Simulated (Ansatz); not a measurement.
Gas-phase reaction in SMILES: CNB(C)C [N-dimethylboranylmethanamine] -> CB(C)[NH] + [CH3] (CH3) (the C-N bond at the site shown breaks; other sites are not compared here)
Structures are relaxed separately at B3LYP-D3(BJ)/def2-TZVP in Ansatz (a first-principles code), one conformer each, not searched for the lowest.

Quantity: bond dissociation energy (electronic energy difference), in kcal/mol. Cores are frozen in the correlated levels unless marked. Open shells are spin-unrestricted. No spin-orbit coupling. Non-relativistic. CBS(X,Y): correlation extrapolated as X^-3; Hartree-Fock from the larger set.

CCSD(T)/CBS(cc-pVTZ,cc-pVQZ) (Ansatz) gives 102.4 kcal/mol.

### Question
Another calculation gave 102.0 kcal/mol. Which level was it?
(A) PBE-QIDH/def2-TZVPD (Ansatz)
(B) revPBE/def2-TZVPD (Ansatz)
(C) SVWN5/def2-TZVPD (Ansatz)
(D) CAM-B3LYP/def2-TZVPD (Ansatz)

### Answer
A, PBE-QIDH/def2-TZVPD (Ansatz). The others give 118.3 (SVWN5), 96.8 (CAM-B3LYP), 90.6 (revPBE) kcal/mol.
